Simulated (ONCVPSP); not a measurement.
## Configuration tests for rubidium (ONCV)

| Item | Value |
| --- | --- |
| Element | Rb |
| Generator | ONCVPSP 4.0.1 |
| Type | optimised norm-conserving Vanderbilt (ONCV) |
| Functional | LDA (Perdew-Wang 92) |
| Relativity | fully relativistic |
| Frozen core | [Ar] 3d10 |
| Valence charge | 9 |
| Reference configuration | 4s2 4p6 5s1 |
| Partial waves | 4s+5s: rc 2.15 bohr, ncon 4, nbas 8, qcut 4.6 1/bohr, 2 projectors; 4p: rc 1.80 bohr, ncon 4, nbas 8, qcut 5.2 1/bohr, 2 projectors, debl 1.8 Ha; d scattering state at 0.03 Ha: rc 1.80 bohr, ncon 3, nbas 6, qcut 6.3 1/bohr, local |
| Local potential | the d channel |
| Core correction | polynomial model core, fcfact 0.7 |

Open shells are filled in proportion to 2j + 1.

Energies are relative to the spin-unpolarised reference configuration 4s2 4p6 5s1; without spin polarisation the order of configurations can differ from experiment. The d channel is local and has no spin–orbit splitting in the pseudo-atom.

| valence configuration | charge | ΔE all-electron (eV) | error AE − PS (meV) |
| --- | --- | --- | --- |
| 4s2 4p6 5s0 | +1 | 4.274 | -0.2 |
| 4s2 4p6 5s0.5 | +0.5 | 1.658 | 0.0 |
| 4s2 4p6 5s0 5p1 | 0 | 1.617 | 0.0 |
| 4s1 4p6 5s1 | +1 | 37.833 | -125 |

These tests converged, but a pseudo level misses the all-electron one widely, so the file describes the atom poorly there or has found another state: 4s2 4p6 5s0 5p1: empty 5s by 3.0 eV.
